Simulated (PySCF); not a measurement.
Mapped SMILES: `[O:1]=[C:2](/[CH:3]=[CH:4]/[Cl:5])[CH2:6][CH2:7][SiH3:8]` (H(Xn): hydrogen on atom n).

PySCF 2.14 calculation with σ from GIAO-PBE0/pcSseg-1 and GFN2-xTB structure; in vacuum, non-relativistic, one averaged value for each set of equivalent atoms, a single conformation.

Referencing at the same level of theory: TMS for 13C (σ = 186.93 ppm) and 1H (σ = 31.72 ppm) and 29Si (σ = 349.16 ppm); H2O for 17O (σ = 336.08 ppm); 35Cl (σ = 949.78 ppm) against HCl.

| atoms | nucleus | count | Hirshfeld charge | δ (ppm) |
| --- | --- | --- | --- | --- |
| H(C3) | 1H | 1 | 0.05 | ? |
| Si8 | 29Si | 1 | 0.30 | -70.0 |
| H(C7) | 1H | 2 | 0.04 | 0.91 |
| Cl5 | 35Cl | 1 | 0.00 | ? |
| C4 | 13C | 1 | 0.00 | 153.9 |
| C7 | 13C | 1 | -0.16 | 5.2 |
| C3 | 13C | 1 | -0.08 | ? |
| H(Si8) | 1H | 3 | -0.08 | 3.92 |
| C6 | 13C | 1 | -0.07 | 44.5 |
| O1 | 17O | 1 | -0.21 | 612.1 |
| C2 | 13C | 1 | 0.16 | ? |
| H(C4) | 1H | 1 | 0.06 | 7.77 |
| H(C6) | 1H | 2 | 0.05 | 2.71 |

Problem. Estimate the values marked ?.

Solution. 
- C2: 200.5 ppm, ketone carbonyl carbon; low-lying n→π* states of the double bond to the heteroatom give a large paramagnetic term (-265 ppm)
- C3: 136.0 ppm, α carbon of a C=C–C=O unit; the olefinic region
- H(C3): 6.52 ppm, hydrogen on an α carbon of a C=C–C=O unit; a vinylic proton, deshielded by the sp2 carbon and the C=C anisotropy
- Cl5: 226 ppm, chlorine bonded to C

Carbons that carry Cl, above all several Cl atoms, come out too deshielded, partly because spin–orbit coupling is missing. Shifts are as computed. Against solution values, carbons near 30 ppm lie about +3 ppm off and those near 130 ppm about +5 ppm; carbons on Cl a further +6 ppm. Of 1309 compounds with measured shifts, 239 miss one by over three times the rms of a fit or turn the order of signals round; such compounds aren't used in these exercises. Unscaled 17O shifts of doubly bonded oxygen tend to come out too high, by tens of ppm or more. Experimental scales use liquid or dissolved standards, which lie at an offset from isolated H2O (liquid H2O: subtract about 36 ppm).
